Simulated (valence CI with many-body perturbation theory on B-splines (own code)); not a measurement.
**I¹³⁺: magnetic and hyperfine properties of the levels**

Computed by relativistic CI+MBPT: four valence electrons over a frozen Dirac-Fock core [Kr], radial functions for each j: 9 s, 9 p, 10 d, 8 f, 5 g, 3 h, 1 i, with the one-electron correlation potential Σ1, the two-electron term Σ2, the three-electron term Σ3, Breit, model QED; selected CI, second order for the rest (own B-spline code, finite nucleus).

No measured spectrum was set against this ion. As an estimate, terms of the open shell hold to 2 to 4 % of their energy, and close levels can change places. Core correlation moves these levels by up to 7000 cm⁻¹, and in measured spectra 5 to 20 % of such shifts remained as error; rates that hang on mixing are uncertain with them. Only levels of the ground parity were solved; by the run's estimate the other parity begins above the list, which can be wrong where configurations are misplaced.

A/g_I is the dipole constant over the nuclear g factor μ/I (μ in nuclear magnetons, uniformly magnetised nucleus), B/Q the quadrupole constant per barn. Both hold the static response of the core; the bare values leave it out. Large factors of s and p1/2 electrons are usually good to 5 to 10 %; those of open d and f shells near neutrality can be off by tens of per cent, and small factors of p3/2, d and f electrons come from cancelling terms and can be off by a factor of two or in sign, in half-filled shells by more. B is blank for J = 1/2, where it vanishes, and for nearly pure S terms. Energies count from the lowest level. Levels with J = 0 are left out.

Names give the largest LS component (configuration and term), which can be under half, so a name can repeat, a term be missing and a line seem to break the LS rules; names also repeat where a configuration has a term twice. Letters in brackets count levels of one name in rising energy.

| Level | E (cm⁻¹) | g | A/g_I (MHz) | A/g_I bare | B/Q (MHz/b) | B/Q bare |
| --- | --- | --- | --- | --- | --- | --- |
| 4d4 5D_1 | 6287 | 1.498 | -341 | 128 | 1260 | 1180 |
| 4d4 5D_2 | 12331 | 1.481 | 369 | 823 | 952 | 889 |
| 4d4 5D_3 | 17472 | 1.466 | 937 | 1380 | -714 | -681 |
| 4d4 5D_4 | 21488 | 1.426 | 1480 | 1880 | -3340 | -3160 |
| 4d4 3H_4 | 36439 | 0.945 | 2830 | 2710 | 1390 | 1290 |
| 4d4 3G_3 | 43878 | 0.884 | 3030 | 2850 | 494 | 463 |
| 4d4 3H_5 | 44977 | 1.069 | 2490 | 2500 | 2510 | 2360 |
| 4d4 3F_2 [a] | 46392 | 0.791 | 3000 | 2710 | 1130 | 1070 |
| 4d4 3P_1 [a] | 46916 | 1.386 | 1540 | 1900 | -215 | -212 |
| 4d4 3H_6 | 48967 | 1.127 | 2470 | 2550 | 2460 | 2300 |
| 4d4 3G_4 | 53496 | 1.044 | 2590 | 2580 | -1230 | -1150 |
| 4d4 3P_2 [a] | 56620 | 1.270 | 1690 | 1920 | 388 | 357 |
| 4d4 3F_4 [a] | 57225 | 1.129 | 2170 | 2250 | 142 | 134 |
| 4d4 3F_3 [a] | 59291 | 1.116 | 2440 | 2510 | 457 | 432 |
| 4d4 3D_3 | 62827 | 1.159 | 1780 | 1890 | 505 | 479 |
| 4d4 3G_5 | 65614 | 1.162 | 2040 | 2160 | -1640 | -1540 |
| 4d4 3P_2 [b] | 68571 | 1.190 | 2620 | 2770 | 853 | 797 |
| 4d4 1I_6 | 69671 | 1.038 | 2560 | 2540 | 3680 | 3460 |
| 4d4 3D_1 | 70128 | 0.627 | 3850 | 3390 | 828 | 776 |
| 4d4 1G_4 [a] | 79282 | 1.071 | 2150 | 2170 | 635 | 605 |
| 4d4 3P_2 [c] | 82790 | 1.135 | 2260 | 2340 | 372 | 344 |
| 4d4 1F_3 | 86517 | 1.050 | 2430 | 2420 | 3170 | 2980 |
| 4d4 3P_2 [d] | 94576 | 1.273 | 1760 | 2000 | 1260 | 1190 |
| 4d4 3F_4 [b] | 99483 | 1.189 | 1700 | 1840 | 1130 | 1060 |
| 4d4 3F_2 [b] | 102580 | 0.853 | 3370 | 3150 | 2570 | 2420 |
| 4d4 3F_3 [b] | 103880 | 1.070 | 2600 | 2620 | 3480 | 3260 |
| 4d4 3P_1 [b] | 105420 | 1.487 | 27.4 | 487 | -1150 | -1080 |
| 4d4 1G_4 [b] | 111850 | 1.039 | 2710 | 2690 | 2140 | 2010 |
| 4d4 1D_2 | 137790 | 0.999 | 2560 | 2500 | -4160 | -3900 |

(1) Take the isotope of mass number 127, with I = 5/2, μ = 2.8087 μN and Q = -0.688 b. What is the hyperfine structure of 4d4 3F_2 [a]?

Results:

(1) From the table A = 3370 MHz, B = -778 MHz. Shifts from the centre of gravity in MHz: F = 1/2: -24100, F = 3/2: -18700, F = 5/2: -9920, F = 7/2: 2020, F = 9/2: 16700.
